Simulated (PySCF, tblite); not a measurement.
Isomers of C3H9FSi2, one GFN2-xTB conformer each. Single-point energies are computed at PBE0/pcSseg-1 (PySCF, gas phase, no added dispersion term), electronic only.

```csv
SMILES,GFN2-xTB relative energy (kcal/mol)
F/C([SiH3])=C\C[SiH3],0.0
C=C(F)[Si@H](C)[SiH3],15.5
```

Conformers: `[F:1]/[C:2]([SiH3:3])=[CH:4]\[CH2:5][SiH3:6]` with C2–C4–C5–Si6 94°; `[CH2:1]=[C:2]([F:3])[Si@H:4]([CH3:5])[SiH3:6]` with C1–C2–Si4–C5 -4°.

Problem. What does PBE0/pcSseg-1 give for the same structures?

Solution. 
```csv
SMILES,PBE0/pcSseg-1 E (Eh),PBE0/pcSseg-1 (kcal/mol),GFN2-xTB (kcal/mol),point group
C=C(F)[Si@H](C)[SiH3],-798.00363,0.0,15.5,C1
F/C([SiH3])=C\C[SiH3],-797.99070,8.1,0.0,C1
```

GFN2-xTB puts F/C([SiH3])=C\C[SiH3] lowest instead. As drawn, the lower has an Si–Si bond, which the higher lacks.

Problem. Which frontier levels, dipoles and rotational constants go with these structures?

Solution. 
```csv
SMILES,"HOMO (eV, PBE0/pcSseg-1)",LUMO (eV),dipole (D),"A, B, C (MHz)"
C=C(F)[Si@H](C)[SiH3],-7.57,-0.39,2.03,"2612, 1598, 1106"
F/C([SiH3])=C\C[SiH3],-7.08,-0.17,1.42,"4858, 946.4, 901.6"
```

Problem. What happens when harmonic zero-point energies from GFN2-xTB frequencies are added?

Solution. 
```csv
SMILES,ZPE (kcal/mol),electronic (kcal/mol),with ZPE (kcal/mol)
C=C(F)[Si@H](C)[SiH3],64.2,0.0,0.0
F/C([SiH3])=C\C[SiH3],62.0,8.1,6.0
```

The zero-point energies span 2.2 kcal/mol. The order is unchanged.
